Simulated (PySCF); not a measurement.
A series of related molecules.

All values: PBE0/def2-SVPD (PySCF) at PBE0-D3(BJ)/def2-SVP geometries, gas phase, one conformer each. Core orbitals are frozen in the response; Δα² is half the sum of the squared differences of the principal polarisabilities. Atoms past krypton carry effective core potentials. The calculation is non-relativistic apart from the core potentials, for bromine too.

Question: Rank by HOMO–LUMO gap, highest first.
A. `[CH3][Sb]([CH3])[CH3]`
B. `[SiH3][Sb]([SiH3])[SiH3]`
C. `C[O][Sb]([O]C)[O]C`
D. `[Br][Sb]([Br])[Br]`

Answer: C (6.92 eV), A (6.66 eV), B (6.46 eV), D (5.72 eV).

Question: Rank by vertical ionisation energy (ΔSCF), lowest first.
A. `[Br][Sb]([Br])[Br]`
B. `C[O][Sb]([O]C)[O]C`
C. `[SiH3][Sb]([SiH3])[SiH3]`

Answer: C (8.77 eV), B (9.48 eV), A (10.02 eV).

Question: Rank by polarisability anisotropy Δα, highest first.
A. `C[CH2][Sb]([CH2]C)[CH2]C`
B. `[SiH3][Sb]([SiH3])[SiH3]`
C. `C[O][Sb]([O]C)[O]C`
D. `[Br][Sb]([Br])[Br]`
E. `[CH3][Sb]([CH3])[CH3]`

Answer: D (5.01 Å³), A (4.05 Å³), B (3.75 Å³), E (1.40 Å³), C (0.03 Å³).

All values together:

```json
{"SMILES": "[CH3][Sb]([CH3])[CH3]", "formula": "C3H9Sb", "μ (D)": "0.61", "HOMO (eV)": "-6.44", "LUMO (eV)": "0.22", "α (Å³)": "12.57", "Δα (Å³)": "1.40", "electrons": "78", "α per electron (Å³)": "0.161", "ΔSCF removal energy (eV)": "–"}
{"SMILES": "[SiH3][Sb]([SiH3])[SiH3]", "formula": "H9SbSi3", "μ (D)": "0.07", "HOMO (eV)": "-7.10", "LUMO (eV)": "-0.63", "α (Å³)": "20.83", "Δα (Å³)": "3.75", "electrons": "102", "α per electron (Å³)": "0.204", "ΔSCF removal energy (eV)": "8.77"}
{"SMILES": "C[CH2][Sb]([CH2]C)[CH2]C", "formula": "C6H15Sb", "μ (D)": "0.85", "HOMO (eV)": "-6.25", "LUMO (eV)": "0.14", "α (Å³)": "18.21", "Δα (Å³)": "4.05", "electrons": "102", "α per electron (Å³)": "0.179", "ΔSCF removal energy (eV)": "–"}
{"SMILES": "[Br][Sb]([Br])[Br]", "formula": "SbBr3", "μ (D)": "2.25", "HOMO (eV)": "-8.23", "LUMO (eV)": "-2.51", "α (Å³)": "16.49", "Δα (Å³)": "5.01", "electrons": "156", "α per electron (Å³)": "0.106", "ΔSCF removal energy (eV)": "10.02"}
{"SMILES": "C[O][Sb]([O]C)[O]C", "formula": "C3H9O3Sb", "μ (D)": "0.46", "HOMO (eV)": "-7.71", "LUMO (eV)": "-0.80", "α (Å³)": "13.13", "Δα (Å³)": "0.03", "electrons": "102", "α per electron (Å³)": "0.129", "ΔSCF removal energy (eV)": "9.48"}
```

Conformers: `C[CH2][Sb]([CH2]C)[CH2]C`; `C[O][Sb]([O]C)[O]C`.

A dash marks a removal energy that wasn't run or isn't settled.
